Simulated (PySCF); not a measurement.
Gallium: a sound run and one with changed settings

Sound run: Ga [Ar] 3d10 4s2 4p1, Ga⁺ [Ar] 3d10 4s2. Calculation: PySCF 2.14, in pcseg-2 (6s5p3d1f, 43 functions); no relativity, point nucleus. The sound run starts from symmetry-adapted Hartree-Fock orbitals and uses a fine grid where one is needed.

Changed run: radial step 1.2 in ln r (0.13 in the sound run). This setting is unsound on purpose.

```csv
species,method,sound run (hartree),changed run (hartree),converged
Ga,UHF,-1923.23240,-1923.23240,yes
Ga,PBE0,-1924.59032,-1928.04124,yes
Ga,M06-L,-1924.77027,-1928.86190,yes
Ga⁺,UHF,-1923.02726,-1923.02726,yes
Ga⁺,PBE0,-1924.36867,-1927.74007,yes
Ga⁺,M06-L,-1924.55649,-1928.51479,yes
```

Ionisation energy of Ga:

```tsv
method	sound run (eV)	changed run (eV)
UHF	5.582	5.582
PBE0	6.032	8.195
M06-L	5.817	9.446
```

A coarse radial grid mis-integrates the density and the exchange-correlation energy, with errors of either sign; Hartree-Fock needs no grid.

For comparison, NIST gives 5.999 eV between the lowest levels.
